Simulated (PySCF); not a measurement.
Simulated outer-valence photoelectron spectrum of `C[Se][Se]C` (dimethyl diselenide). Level of theory: EOM-IP-CCSD/aug-cc-pVDZ in PySCF, restricted Hartree–Fock reference, 20 core orbitals frozen, non-relativistic, gas phase, PBE0-D3(BJ)/def2-SVP geometry.

Each root has a Gaussian of 0.5 eV full width with its one-hole share as area; cross sections and vibrations are left out, and the highest printed point is 100.

| ionisation energy (eV) | intensity |
| --- | --- |
| 7.8 | 1 |
| 8.0 | 10 |
| 8.2 | 41 |
| 8.4 | 74 |
| 8.6 | 58 |
| 8.8 | 20 |
| 9.0 | 3 |
| 9.2 | 0 |
| 9.4 | 0 |
| 9.6 | 0 |
| 9.8 | 0 |
| 10.0 | 1 |
| 10.2 | 8 |
| 10.4 | 28 |
| 10.6 | 39 |
| 10.8 | 22 |
| 11.0 | 5 |
| 11.2 | 2 |
| 11.4 | 10 |
| 11.6 | 29 |
| 11.8 | 38 |
| 12.0 | 21 |
| 12.2 | 14 |
| 12.4 | 30 |
| 12.6 | 38 |
| 12.8 | 20 |
| 13.0 | 4 |
| 13.2 | 0 |
| 13.4 | 0 |
| 13.6 | 0 |
| 13.8 | 1 |
| 14.0 | 8 |
| 14.2 | 35 |
| 14.4 | 81 |
| 14.6 | 100 |
| 14.8 | 62 |
| 15.0 | 17 |
| 15.2 | 2 |

Where are the maxima, and how many lines lie under the curve?

5 maxima, at 8.4, 10.6, 11.8, 12.6 and 14.6 eV, from 8 lines. At this width some lines have no maximum of their own.

List the lines with their holes.

```tsv
E (eV)	leading hole (HF orbital)	area	Koopmans (eV)
8.39	HOMO	0.95	9.01
8.49	HOMO-1	0.95	9.15
10.57	HOMO-2	0.95	11.09
11.75	HOMO-3	0.94	12.57
12.56	HOMO-4	0.94	13.38
14.40	HOMO-5	0.94	15.68
14.63	HOMO-7	0.94	15.98
14.63	HOMO-6	0.94	15.96
```

The widest gap, 2.08 eV, lies between 8.49 and 10.57 eV. Only orbitals with −ε under 21 eV, eight at most, were ionised, so the high end of the curve may lack lines.

The values belong to the conformer `[CH3:1][Se:2][Se:3][CH3:4]`: C1–Se2–Se3–C4 -87°.
